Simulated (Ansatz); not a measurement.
NbSF₃. Charge 0, multiplicity 1. Geometry PBE-D4/def2-SVP, basis def2-TZVP, Ansatz.

```csv
run,HOMO (eV),LUMO (eV)
A,-11.22,0.52
B,-7.32,-3.66
C,-7.16,-3.55
D,-7.53,-3.90
E,-8.58,-2.96
F,-8.33,-3.16
```

In the def2 sets Nb takes a core potential; there is no spin–orbit coupling. B3LYP takes the VWN-RPA correlation.

Problem. The runs used B3LYP, BLYP, HF, LDA (SPW92), PBE, PBE0. Estimate which is which.

Solution. A HF (100 % exact exchange); B PBE (0 % exact exchange); C BLYP (0 % exact exchange); D LDA (SPW92) (0 % exact exchange); E PBE0 (25 % exact exchange); F B3LYP (20 % exact exchange). Exact exchange lowers occupied and raises empty levels; among semilocal functionals meta-GGAs tend to open the gap a little, and such runs are hard to tell apart. The gap grows from 3.61 eV (BLYP) to 11.73 eV (HF).
